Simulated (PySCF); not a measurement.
## Static response to an electric field

Cu(NH3)(N(SiH3)2) (singlet state).
Structure used (PBE0-D3(BJ)/def2-SVP), in Å, numbered top down from 1:
```xyz
14
CuH9N2Si2 angstrom
Cu    -0.0152   -0.0132    1.1013
N      0.0159   -0.0412    3.0368
H     -0.9155    0.0694    3.4412
H      0.5942    0.7085    3.4200
H      0.3925   -0.9185    3.4002
N     -0.0440    0.0093   -0.7377
Si     0.0091    1.5446   -1.5032
Si    -0.0343   -1.5123   -1.5322
H      1.2447    1.7735   -2.3337
H     -0.0133    2.6434   -0.4760
H     -1.1539    1.8039   -2.4238
H     -1.1933   -1.7131   -2.4725
H     -0.1096   -2.6285   -0.5262
H      1.2033   -1.7696   -2.3509
```

Level: PBE0/def2-SVPD (PySCF), static field, nuclei fixed, core orbitals frozen in the response. The polarisability tensor in these axes (au):

```
x    83.39   0.25   0.11
y     0.25 102.13  -0.10
z     0.11  -0.10 108.76
```

Give the principal values, the mean and the anisotropy Δα = √{½[(α1 − α2)² + (α2 − α3)² + (α1 − α3)²]}.

Principal values 83.39, 102.13 and 108.76 au; mean 98.09 au = 14.54 Å³ = 16.17 × 10⁻⁴⁰ C²·m²/J; Δα = 22.80 au (23 % of the mean).

What is the dipole moment, and where does it point?

(0.09, -0.12, 9.00) D, 9.00 D in size, pointing from the negative to the positive side. Measured along this direction, the outermost atoms are H12, H11 and H9 at the negative end and H3, H4 and H5 at the positive end.

Give the eigenvalues of the traceless quadrupole moment Θ = ½Σq(3rr − r²1), origin at the centre of nuclear charge.

-12.85, -7.35, 20.19 D·Å. The values depend on the origin, since the dipole doesn't vanish. The electronic extent ⟨r²⟩ about the same centre is 1284 bohr², a root-mean-square distance of 2.12 Å for the 80 electrons.

What depolarisation ratio follows for Rayleigh scattering of linearly polarised light, taking the static tensor?

ρ = 3Δα²/(45ᾱ² + 4Δα²) = 1559.0/(433005 + 2078.6) = 0.00358.

Find the Langevin capture rate constant for NO+ (29.998 u) meeting this molecule (155.960 u), k = 2.342 × 10⁻⁹ cm³/s × √(α in Å³ / reduced mass in u).

The reduced mass is 25.16 u, so k = 1.78 × 10⁻⁹ cm³/s. The formula leaves out the permanent dipole, which adds to the capture rate.

Molar refractivity from α?

Lorentz–Lorenz: R = (4π/3)N_A α = 2.5225 cm³/(mol·Å³) × 14.54 Å³ = 36.7 cm³/mol, in the limit of long wavelengths.

How large is μ²/3kT at 500 K beside α?

In Gaussian units μ²/3kT = 391.26 Å³ against 14.54 Å³, a ratio of 26.92; the Debye molar polarisation (4π/3)N_A(α + μ²/3kT) is 1023.6 cm³/mol, leaving out the vibrational part.

Geometry: PBE0-D3(BJ)/def2-SVP; no solvent, vibrations or thermal averaging.
